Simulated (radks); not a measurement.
Fractional charge and spin in the 5d shell of thallium: the spin-up occupation runs from 4 to 5 and the spin-down occupation from 4 to 5; the fullest corner is Tl2+, [Xe] 4f14 6s(up 0.5, down 0.5) 5d(up 5, down 5). All-electron calculation, scalar-relativistic Kohn-Sham, r2SCAN, spin-polarised, spherical densities, finite nucleus; meta-GGA in the generalised Kohn-Sham scheme; Fermi nuclear charge, rms radius of each element as measured or else 0.836 A^(1/3) + 0.57 fm. Program: a radial shooting solver on a logarithmic mesh with Libxc functionals. Energy (eV) above the fullest corner. The planes named below are the two flat planes that join the four corners, with an edge along up + down = one added electron.

\begin{tabular}{lrrr}
down \ up & 4 & 4.5 & 5 \\ \hline
4 & 96.317 & 66.548 & 40.495 \\
4.5 & 66.548 & 40.733 & 18.514 \\
5 & 40.495 & 18.514 & 0.000 \\
\end{tabular}

Corners above the fullest one (they belong to Tl3+ and the next ion): (up 5, down 4) 40.495 eV, (up 4, down 5) 40.495 eV, (up 4, down 4) 96.317 eV. With half an added electron in each spin the energy lies 0.238 eV from the planes, and with half an added electron in spin up alone -1.858 eV. The planes are only a guide here: the flat-plane condition holds for ground states with one frontier orbital, while this shell lies below other occupied shells, so the corners above the fullest one are inner-hole states and not the ground states of those ions.
